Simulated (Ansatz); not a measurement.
Conformers of `N[SiH2]O[SiH](N)O`, each relaxed with PBE0-D4/def2-TZVP in Ansatz. CBS adds the triple-zeta coupled-cluster correction to the MP2 limit.

Not all of them had a frequency check.

Conformer A:

Cartesian coordinates in Å:
```
N 2.091 -1.572 0.096
Si 1.548 -0.318 -0.924
O -0.038 0.091 -0.782
Si -1.178 0.194 0.378
N -2.321 1.302 -0.233
O -0.590 0.718 1.819
H 2.241 -1.410 1.079
H 1.855 -2.533 -0.086
H 1.734 -0.759 -2.325
H 2.352 0.887 -0.603
H -1.686 -1.158 0.696
H -3.195 1.467 0.238
H -2.401 1.431 -1.228
H -0.412 1.660 1.874
```

Conformer B:

```xyz
14

N    -1.569    0.250   -0.916
Si   -0.501    1.560   -0.554
O     0.944    0.969   -0.060
Si    1.364   -0.581    0.277
N     0.490   -1.000    1.695
O     0.944   -1.619   -0.914
H    -2.165    0.331   -1.725
H    -2.054   -0.205   -0.157
H    -1.006    2.443    0.528
H    -0.339    2.324   -1.815
H     2.836   -0.631    0.378
H     0.559   -0.407    2.508
H     0.460   -1.970    1.970
H     0.039   -1.463   -1.215
```

Task: Which is lowest in electronic energy at CCSD(T)/CBS (frozen core, def2 sets), and by how much? (Best estimate.)

Result: The calculation gave: B; A lies 0.6 kJ/mol higher. Gaps under about 2 kJ/mol don't settle the order.

Task: Give the energies relative to B (kJ/mol) with r2SCAN-D4/def2-TZVPP, B2PLYP/def2-TZVPP, PBE/def2-TZVPP, CCSD/def2-TZVPP, SCS-MP2/def2-QZVPP, MP2/CBS(def2), CCSD/CBS(def2). (An estimate is asked.)

Result: Computed: 
```tsv
level	A
r2SCAN-D4/def2-TZVPP	1.6
B2PLYP/def2-TZVPP	-2.1
PBE/def2-TZVPP	-0.3
CCSD/def2-TZVPP	-0.4
SCS-MP2/def2-QZVPP	-1.4
MP2/CBS(def2)	0.3
CCSD/CBS(def2)	-1.1
```
